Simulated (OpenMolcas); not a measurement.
**What dynamic correlation does to the levels of Ne2+**

| Quantity | Value |
| --- | --- |
| Program | OpenMolcas 26.06 |
| Basis | ANO-RCC-VQZP [5s4p3d2f1g] |
| Scalar Hamiltonian | DKH2, point nucleus |
| Active space | 6 electrons in 4 orbitals (2s 2p) |
| State averaging | 2S+1 = 3 even, 3 roots; 2S+1 = 1 even, 6 roots; 2S+1 = 3 odd, 3 roots; 2S+1 = 1 odd, 3 roots |
| Spin-orbit coupling | RASSI with atomic mean-field integrals over the reference wave functions, term energies averaged over their components |

Methods on the same reference wave functions:
A. CASSCF
B. SS-CASPT2, IPEA 0.25 Eh, imaginary shift 0.1 Eh (closed shells correlated: 1s)

Energies in eV above 2s² 2p⁴ ³P₂, the measured ground level; measured values from Moore, Atomic Energy Levels, vol. I, NSRDS-NBS 35 (1971 reprint of NBS Circular 467, 1949).

```csv
Level,A,B,Measured
2s² 2p⁴ ³P₂,0.0000,0.0000,0.0000
2s² 2p⁴ ³P₁,0.0748,0.0748,0.0806
2s² 2p⁴ ³P₀,0.1101,0.1103,0.1149
2s² 2p⁴ ¹D₂,3.4506,3.208,3.2039
2s² 2p⁴ ¹S₀,6.5363,6.852,6.9117
2s 2p⁵ ³P°₂,26.5946,25.468,
2s 2p⁵ ³P°₁,26.6670,25.541,25.4018
2s 2p⁵ ³P°₀,26.7035,25.577,25.4421
2s 2p⁵ ¹P°₁,38.7965,36.363,
```

Deviations, from unrounded energies. A percentage is the sum of absolute deviations over the sum of measured energies, with the sign that they share, or ± where signs differ.

```json
{"Against measurement": "mean absolute deviation (cm-1)", "Levels": "6", "A": "4200", "B": "470"}
{"Against measurement": "fine structure of the ground term (%)", "Levels": "2", "A": "-5.4", "B": "-5.3"}
{"Against measurement": "other terms of the ground configuration (%)", "Levels": "2", "A": "±6.2", "B": "±0.6"}
{"Against measurement": "other configurations (%)", "Levels": "2", "A": "+5.0", "B": "+0.5"}
```

B lies closest to measurement on these levels. The largest miss of B in the table is 2s 2p⁵ ³P°₁, by +1100 cm-1. The ranking rests on the paired levels alone, and a cruder setting can come out closer through cancelling errors.

From A to B the spin-free energies of the other terms of 2s² 2p⁴ shown, above ³P, scale by factors of 0.93 to 1.05.

The lowest spin-free term lies below A's lowest term by 0.196 hartree in B.

Term energies are means over components that CASPT2 splits; among the terms shown or strongly mixed into the levels shown the widest spread is 32 cm-1 (2s² 2p⁴ ¹D, B). Computed and measured levels are paired by configuration, term and J; levels that our copy of the source lacks, or whose pairing is in doubt (as where it misses far off the trend of its configuration), stay unpaired and out of the deviations. Only configurations of the active space appear.

° marks odd parity.
